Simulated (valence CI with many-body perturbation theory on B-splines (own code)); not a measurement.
Results of a calculation; reference values are marked as such.
# In X: what the settings do

Level of theory: relativistic CI+MBPT: four valence electrons over a frozen Dirac-Fock core [Kr], a basis of 6 s, 6 p, 5 d, 5 f, 1 g functions for each j, with the one-electron correlation potential Σ1, the two-electron term Σ2, the three-electron term Σ3, Breit, model QED; selected CI, second order for the rest, scaled by the run's own slope (own B-spline code, finite nucleus).

No measured spectrum was set against this ion. As an estimate, terms of the open shell hold to 2 to 4 % of their energy, and close levels can change places. Only levels of the ground parity were solved; by the run's estimate the other parity begins above the list, which can be wrong where configurations are misplaced.

The reference run has the lowest level 4d4 5D_0 and an ionisation energy of 178.853 eV. Its largest variational space holds 9953 state functions.

Names give the largest LS component (configuration and term), which can be under half, so a name can repeat, a term be missing and a line seem to break the LS rules; names also repeat where a configuration has a term twice.

Changed runs:
A. correlating orbitals by l 3 3 3 3 1 → 1 6 1 1 1
B. scale of Σ1 1 → 0; scale of Σ2 1 → 0; three-electron term on → off; Davidson tolerance 2e-05 → 0.001
C. scale of Σ1 1 → 0.8; scale of Σ2 1 → 0; three-electron term on → off
D. Davidson tolerance 2e-05 → 0.03 (bad on purpose)

Excitation energies of the reference run in cm⁻¹, and shifts in cm⁻¹:

```
                 Level  Reference       A       B       C         D
              4d4 5D_1       2273     -23    -194    -101         0
              4d4 5D_2       5141     -32    -356    -177      -0.4
              4d4 5D_3       8092     -32    -476    -230      -0.5
              4d4 5D_4      10982     -19    -562    -267      -0.5
              4d4 3P_0      25452    +260    -596    -476      -0.3
              4d4 3H_4      26700    +154   +2934   +3135      -0.7
              4d4 3H_5      31057    +126   +2965   +3310      -1.1
              4d4 3G_3      31892    +189   +2076   +2336      -1.1
              4d4 3P_1      32718    +243    -907    -619      -0.3
              4d4 3H_6      33617    +129   +3027   +3430      -1.0
              4d4 3F_2      33731    +231    +870   +1140      -1.0
              4d4 3F_4      36149    +164   +1634   +2055      -0.9
Ionisation energy (eV)    178.853  -0.022  -3.391  -1.909  +4.4e-05
```
